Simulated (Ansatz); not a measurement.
An input meant for H2Au2⁻ (charge -1, doublet; atoms displaced at random, 0.15 Å in each coordinate; with a point charge).

```yaml
crystal:
  periodic: [false, false, false]
  atoms:
    - {symbol: Au, position_ang: [1.207157, -1.634970, -0.050319]}
    - {symbol: Au, position_ang: [-0.603868, 0.314789, 0.149964]}
    - {symbol: H, position_ang: [-0.783225, 2.073733, 0.216756]}
    - {symbol: H, position_ang: [-0.478452, -1.058329, 0.178076]}
basis:
  gaussian: {orbitals: def2-TZVP, point_charges: [{charge: -1.00, position_ang: [5.854, -0.837, 0.860]}]}
total_charge: -1
magnetization: {spin_polarized: true, initial_magnetization: 1}
hamiltonian: {xc: {name: HF}}
correlation: {active_space: {window: {electrons: 2, orbitals: 1}}}
output: {forces: true}
```

```sh
$ ansatz run in.yaml --threads 4 --pin off --events-out ev --progress --plain --max-ram 3916MiB
```

(1) Predict how Ansatz answers.

## Answers

(1) The program refused the input.
```
Error: invalid value for `correlation.active_space`: it starts from restricted Hartree–Fock orbitals; set hamiltonian.xc: hf without magnetization.spin_polarized
```
